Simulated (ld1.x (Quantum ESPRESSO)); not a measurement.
# titanium: from the effect back to the setting (RRKJ)

Base potential:

- Element: Ti
- Generator: ld1.x (Quantum ESPRESSO) 7.5
- Type: norm-conserving RRKJ (Kleinman–Bylander form)
- Functional: LDA (PZ)
- Relativity: scalar-relativistic
- Frozen core: [Ne]
- Valence charge: 12
- Reference configuration: 3s2 3p6 3d2 4s1.75 4p0.25
- Partial waves: 3p (bound): rc 1.65 bohr; 3d (bound): rc 1.30 bohr; 3s (bound): rc 1.15 bohr
- Local potential: the s channel
- Core correction: none

Occupied shells without a wave of their own: 4p, 4s. They enter only through the test configuration that unscreens the potential.

Cutoffs, loose and tight: the cutoffs (Ry, on a coarse ladder) from which the occupation-weighted sum of valence levels, in a spherical-Bessel basis at the reference potential, stays within 10 and 1 mRy of its value at 400 Ry. They do not see the model core or the augmentation charge, which bear on the density cutoff. Test errors are all-electron minus pseudo excitation energies from the reference, over the configurations 3s2 3p6 3d2 4s2 4p0; 3s2 3p6 3d2 4s1 4p0; 3s2 3p6 3d2 4s0 4p0; 3s2 3p5 3d2 4s2 4p0; 3s2 3p6 3d2 4s0 4p1; 3s1 3p6 3d2 4s2 4p0; 3s2 3p6 3d3 4s0 4p0 (two spin-polarised tests are not counted in the largest error); variants that change the core or the reference have their own tests.

Only the scale of all radii (base = 1) is moved:

```json
{"scale of all radii (base = 1)": "0.77", "cutoff, loose": "140 Ry", "cutoff, tight": "230 Ry", "bound ghosts": "none", "largest test error (meV)": "-99"}
{"scale of all radii (base = 1)": "0.89", "cutoff, loose": "120 Ry", "cutoff, tight": "200 Ry", "bound ghosts": "none", "largest test error (meV)": "-128"}
{"scale of all radii (base = 1)": "0.99", "cutoff, loose": "100 Ry", "cutoff, tight": "180 Ry", "bound ghosts": "none", "largest test error (meV)": "-254"}
{"scale of all radii (base = 1)": "1.23", "cutoff, loose": "70 Ry", "cutoff, tight": "90 Ry", "bound ghosts": "none", "largest test error (meV)": "-1000"}
{"scale of all radii (base = 1)": "1.36", "cutoff, loose": "50 Ry", "cutoff, tight": "80 Ry", "bound ghosts": "none", "largest test error (meV)": "-1465"}
```

One more run gave cutoff, loose: 80 Ry; cutoff, tight: 100 Ry; bound ghosts: none; largest test error (meV): -649. Which value of the scale of all radii (base = 1) was used?

1.14. The loose cutoff moves one way along this sweep, from 140 Ry at 0.77 to 50 Ry at 1.36, which places the run between 0.99 and 1.23.
